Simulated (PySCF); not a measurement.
A structure optimised at PBE-D3(BJ)/def2-SVP, used in a PySCF frequency run:

```xyz
6

Nb     0.0205     0.2712     0.0000
N      1.5810     1.0518     0.0000
H      2.4935     1.5180     0.0000
F     -1.2746     1.6248     0.0000
Cl    -0.0862    -1.0183    -1.9114
Cl    -0.0862    -1.0183     1.9114
```

**Question.** Write its SMILES, formula and point group.

**Answer.** [NH]=[Nb]([F])([Cl])[Cl], Cl₂FHNNb, Cs

**Question.** What are its rotational constants (standard atomic weights)?

**Answer.** 2.2871, 1.5256, 1.2394 GHz
